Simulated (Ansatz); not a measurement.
C3H8AlF, SMILES `CC[CH](F)[AlH2]`. Total charge 0; spin multiplicity 1. All single points use the PBE0-D4/def2-TZVP geometry. It is one conformer, not always the lowest.

```xyz
13

C    -1.058   -0.114   -1.608
C    -0.378   -0.532   -0.314
C     0.406    0.589    0.347
F    -0.475    1.652    0.639
Al    1.373    0.056    2.001
H    -1.630   -0.939   -2.040
H    -0.320    0.208   -2.348
H    -1.743    0.717   -1.433
H     0.319   -1.357   -0.505
H    -1.128   -0.918    0.387
H     1.116    0.988   -0.395
H     2.552   -1.003    1.860
H     0.967    0.653    3.411
```

Problem. What is the dipole moment at B3LYP/def2-TZVPP? (Best estimate.)

Solution. Ansatz gave: 1.58 D, with components (0.71, -1.21, -0.72) D in this frame, pointing from negative to positive charge.

Problem. And with PBE, r2SCAN, ωB97M-V? (Best estimate.)

Solution. Ansatz gave: PBE 1.47 D, r2SCAN 1.53 D, ωB97M-V 1.57 D.

Problem. Give the Mulliken charges with B3LYP, PBE, r2SCAN in def2-TZVPP. (An estimate is asked.)

Solution. Computed: 
```json
{"atom": "C1", "B3LYP": "-0.26", "PBE": "-0.26", "r2SCAN": "-0.16"}
{"atom": "C2", "B3LYP": "-0.14", "PBE": "-0.15", "r2SCAN": "-0.04"}
{"atom": "C3", "B3LYP": "0.06", "PBE": "0.05", "r2SCAN": "0.04"}
{"atom": "F4", "B3LYP": "-0.27", "PBE": "-0.23", "r2SCAN": "-0.26"}
{"atom": "Al5", "B3LYP": "0.44", "PBE": "0.36", "r2SCAN": "0.51"}
{"atom": "H6", "B3LYP": "0.08", "PBE": "0.08", "r2SCAN": "0.04"}
{"atom": "H7", "B3LYP": "0.07", "PBE": "0.07", "r2SCAN": "0.03"}
{"atom": "H8", "B3LYP": "0.10", "PBE": "0.10", "r2SCAN": "0.06"}
{"atom": "H9", "B3LYP": "0.07", "PBE": "0.08", "r2SCAN": "0.03"}
{"atom": "H10", "B3LYP": "0.07", "PBE": "0.07", "r2SCAN": "0.03"}
{"atom": "H11", "B3LYP": "0.06", "PBE": "0.06", "r2SCAN": "0.03"}
{"atom": "H12", "B3LYP": "-0.14", "PBE": "-0.12", "r2SCAN": "-0.16"}
{"atom": "H13", "B3LYP": "-0.13", "PBE": "-0.11", "r2SCAN": "-0.16"}
```

B3LYP here is the variant with VWN-RPA as its local correlation; programs differ in this.
